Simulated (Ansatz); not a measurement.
Reaction (isomerisation): `C1[CH2][GeH2][SiH2]1` → `C=C[SiH2][GeH3]`

Gas-phase electronic energies from Ansatz, PBE0-D4/def2-TZVP geometries. CCSD(T)/CBS is the MP2 limit (def2-TZVPP, def2-QZVPP) plus CCSD(T) − MP2 in def2-TZVPP, frozen cores. For Ge outer-core shells are correlated without core-valence functions, which leaves a few kJ/mol of doubt a bond. Scalar relativity is left out up to krypton. One conformer a species, not always the lowest.

```
               species  CCSD(T)/def2-TZVPP energy (Eh)
`C1[CH2][GeH2][SiH2]1`                     -2445.51503
     `C=C[SiH2][GeH3]`                     -2445.50638
```

**Question.** Work out ΔE.

**Answer.** ΔE = (-2445.50638) − (-2445.51503) = 0.00865 Eh = +22.7 kJ/mol. CCSD(T)/CBS gives +25.1 kJ/mol.

Largest T1 diagnostic among the species: 0.012.

From PBE to PBE0 (25 % exact exchange), in def2-TZVPP and without D4, ΔE moves by +6.2 kJ/mol. The D4 term adds +4.4 kJ/mol with B3LYP and +2.0 kJ/mol with PBE0; it sums over pairs of atoms, weighted by their polarisabilities, and B3LYP, whose exchange is more repulsive, gets the larger term. In def2-TZVPP, CCSD(T) changes the Hartree–Fock value by +32.5 kJ/mol (the triples alone add +2.0 kJ/mol) and MP2 by +45.7 kJ/mol.

B3LYP here is the variant with VWN-RPA as its local correlation; programs differ in this.
